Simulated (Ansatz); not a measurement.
Consider the formal exchange of groups at a C–Cl bond: `[CH3][SnH2][CH2]Cl` + `[AlH3]` → `[CH3][SnH2][CH2][AlH2]` + HCl.

Gas-phase electronic energies from Ansatz, PBE0-D4/def2-TZVP geometries. CBS: MP2 limit from def2 TZ/QZ plus the TZ coupled-cluster correction, frozen cores. This one scheme is used for every species. Functionals use def2-TZVPP. B3LYP here is the variant with VWN-RPA as its local correlation; programs differ in this. def2 core potentials past Kr. For Sn outer-core shells are correlated without core-valence functions, which leaves a few kJ/mol of doubt a bond. One conformer a species, not always the lowest.

(1) Is it downhill or uphill in electronic energy at CCSD(T)/CBS, and by how much? (An estimate is asked.)

(2) What do these levels give: PBE-D4, r2SCAN-D4, B3LYP-D4, ωB97X-V, ωB97M-V, B2PLYP, PBE, PBE0, B3LYP, SCS-MP2/def2-TZVPP, CCSD(T)/def2-TZVPP, HF/CBS(def2)? (Best estimate.)

Largest T1 diagnostic among the species: 0.011.

Results:

(1) Ansatz gave: Downhill: ΔE = -94.9 kJ/mol.

(2) The calculation gave: PBE-D4 -89.7, r2SCAN-D4 -94.7, B3LYP-D4 -85.4, ωB97X-V -84.7, ωB97M-V -90.2, B2PLYP -88.6, PBE -88.9, PBE0 -90.9, B3LYP -84.3, SCS-MP2/def2-TZVPP -90.5, CCSD(T)/def2-TZVPP -94.5, HF/CBS(def2) -78.3 kJ/mol.

In def2-TZVPP, CCSD(T) changes the Hartree–Fock value by −16.6 kJ/mol (the triples alone add −1.2 kJ/mol) and MP2 by −20.1 kJ/mol.
